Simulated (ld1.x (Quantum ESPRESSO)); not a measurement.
# tungsten (W), ultrasoft: configuration errors across variants

ld1.x (Quantum ESPRESSO) 7.5 input, shortened:

```
&input
   title='W', zed=74., rel=1, dft='PZ', iswitch=3,
   config='[Xe] 4f14 5d4 6s2 6p0'
 /
 &inputp
   pseudotype=3, tm=.true., lloc=-1, rcloc=1.70,
   nlcc=.false.
 /
6
5S  1  0   2.00   0.00  1.60  2.00  0.0
6S  2  0   2.00   0.00  1.60  2.00  0.0
5P  2  1   6.00   0.00  1.65  1.95  0.0
6P  3  1   0.00   0.00  1.65  1.95  0.0
5D  3  2   4.00   0.00  1.70  1.90  0.0
5D  3  2   0.00   0.05  1.70  1.90  0.0
 &test
   configts(1)='5s2 5p6 5d4 6s2 6p0'
 /
```

All-electron excitation energies from the reference (eV): (1) 5s2 5p6 5d4 6s1 6p0 9.133; (2) 5s2 5p6 5d4 6s0 6p0 25.160; (3) 5s2 5p6 5d3 6s0 6p0 50.865; (4) 5s2 5p6 5d4 6s1.5 6p0 3.744; (5) 5s2 5p6 5d3 6s2 6p1 4.101; (6) 5s2 5p6 5d5 6s0 6p0 9.985; (7) 5s2 5p5 5d4 6s2 6p0 49.163; (8) 5s2 5p6 5d4 6s2 6p0 spin -1.934; (9) 5s2 5p6 5d4 6s1 6p0 spin 6.052.

Spin tests fill each open shell by Hund’s rule, majority spin first.

The overlap operator is not positive definite (basis up to 400 Ry) in “base”, “local potential all-electron potential smoothed inside 0.84 bohr (lloc = -1)”, “local potential all-electron potential smoothed inside 1.14 bohr (lloc = -1)”, “local potential all-electron potential smoothed inside 1.60 bohr (lloc = -1)”, “local potential all-electron potential smoothed inside 2.02 bohr (lloc = -1)”. Such files are unfit for use, however small their errors in these radial tests.

Tests that are not counted but printed errors over 1 eV. “local potential all-electron potential smoothed inside 0.84 bohr (lloc = -1)”: 5s2 5p6 5d3 6s2 6p1 (solver errors, printed error -4.2 eV). “local potential all-electron potential smoothed inside 1.14 bohr (lloc = -1)”: 5s2 5p6 5d3 6s2 6p1 (solver errors, printed error -4.9 eV).

1 further variants failed, have other tests or too few solved ones, and are left out.

The file “base” misses its own reference levels by 2.1 eV. The file “local potential all-electron potential smoothed inside 0.84 bohr (lloc = -1)” misses its own reference levels by 2.3 eV. The file “local potential all-electron potential smoothed inside 1.14 bohr (lloc = -1)” misses its own reference levels by 2.6 eV. The file “local potential all-electron potential smoothed inside 1.60 bohr (lloc = -1)” misses its own reference levels by 2.1 eV. The file “local potential all-electron potential smoothed inside 2.02 bohr (lloc = -1)” misses its own reference levels by 2.0 eV.

Errors AE − PS in meV (a dash: test not solved or not reliable):

```tsv
change	(1)	(2)	(3)	(4)	(5)	(6)	(7)	(8)	(9)	bound ghosts
base	+1558	+4027	+3996	+677	-1718	+4028	-2314	+296	+1634	not determined (overlap not positive)
local potential all-electron potential smoothed inside 0.84 bohr (lloc = -1)	+1655	+4297	+4262	+718	–	+4290	-2549	+305	+1716	not determined (overlap not positive)
local potential all-electron potential smoothed inside 1.14 bohr (lloc = -1)	+1943	+5077	+5037	+839	–	+5079	-2982	+331	+1965	not determined (overlap not positive)
local potential all-electron potential smoothed inside 1.60 bohr (lloc = -1)	+1551	+4003	+3969	+675	-1698	+4003	-2277	+294	+1629	not determined (overlap not positive)
local potential all-electron potential smoothed inside 2.02 bohr (lloc = -1)	+1462	+3784	+3741	+636	-1869	+3776	-2303	+289	+1544	not determined (overlap not positive)
```

(1) Give the same row for: local potential all-electron potential smoothed inside 2.32 bohr (lloc = -1).

Results:

(1) +1919, +5009, +4969, +829, -2108, +5005, -2996, +331, +1950; bound ghosts: not determined.
